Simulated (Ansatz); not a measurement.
HgI, doublet, at a GFN2-xTB geometry (such geometries of metal compounds can be far from the true shape) (the spin is typed, not shown lowest) (core potentials on Hg, I); Ansatz (an electronic-structure program) with WB97X/def2-SVPD.

Ansatz was given this input:
Ansatz 0.2 input:
```yaml
crystal:
  periodic: [false, false, false]
  atoms:
    - {symbol: Hg, position_ang: [-0.00000000, -0.00000000, -1.18466166]}
    - {symbol: I, position_ang: [0.00000000, 0.00000000, 1.78816854]}
basis:
  gaussian:
    orbitals: def2-SVPD
hamiltonian:
  xc: {name: wB97X}
magnetization: {spin_polarized: true, initial_magnetization: 1}
```

Output, abridged:

```
Functional definition: wB97X
769 factors; integrals over basis functions are off by at most 1.8e-4 eV
212 factors; integrals over basis functions are off by at most 2.4e-5 eV
mean field evaluation 1: about -12279.0981 eV, gradient 8.2e0 eV
mean field evaluation 2: about -12279.5346 eV, gradient 7.2e0 eV
mean field evaluation 4: about -12279.7919 eV, gradient 4.3e-1 eV
mean field evaluation 8: about -12279.8270 eV, gradient 4.4e-2 eV
mean field evaluation 16: about -12279.8271 eV, gradient 1.1e-4 eV
mean field -12279.82708655 eV, -451.2753218648 hartree, gradient 2.0e-5 eV, S^2 0.762086; 1 other end points of the search recorded, 0 dependent functions left out
reference -12279.82705205 eV, -451.2753205970 hartree; 23, 22 occupied and 47, 48 virtual orbitals, 769 factors
Total energy: -12279.82705205 eV, -451.2753205970 hartree
```
